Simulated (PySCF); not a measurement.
CH2AlBO (calculated)

All values are calculated (PySCF 2.14.0). Calculation on a computer-drawn molecule: optimised geometry and harmonic frequencies of an isolated molecule of the commonest isotopes, restricted reference for singlets and unrestricted otherwise, frozen core in MP2.

```json
{"formula": "CH2AlBO", "start_structure": {"atoms_angstrom": [["B", -0.6613, 1.0958, -0.459], ["C", 0.3934, 0.6653, 0.3488], ["O", 1.1508, 1.3752, 1.213], ["Al", 2.1495, 2.171, 2.31], ["H", -1.5564, 1.3696, -1.1695], ["H", 0.6483, -0.3929, 0.2778]]}, "given": {"charge": 0, "multiplicity": 1, "method": "MP2", "basis": "cc-pV(D+d)Z", "drawn_bonds_atom": [1, 2, 3, 1, 2], "drawn_bonds_other_atom": [2, 3, 4, 5, 6], "drawn_bonds_order": [2, 1, 1, 1, 1]}, "results": {"optimised_atom_element": ["B", "C", "O", "Al", "H", "H"], "optimised_atom_x [angstrom]": [-0.6753, 0.3957, 1.179, 2.177, -1.578, 0.626], "optimised_atom_y [angstrom]": [1.106, 0.6733, 1.364, 2.196, 1.349, -0.4048], "optimised_atom_z [angstrom]": [-0.4682, 0.3529, 1.234, 2.342, -1.195, 0.2554], "modes_frequency [cm^-1]": [72.57, 115.3, 227.7, 492.9, 585.3, 682.5, 842.7, 1099, 1273, 1567, 2866, 3105], "modes_reduced_mass [dalton]": [6.379, 5.117, 2.663, 1.39, 7.127, 1.475, 1.814, 2.257, 1.922, 5.243, 1.129, 1.082], "rotational_constants [GHz]": [58.0, 2.826, 2.694], "total_energy [hartree]": -380.8855, "convergence_status_largest_gradient_component [hartree/bohr]": 2.459e-05}}
```
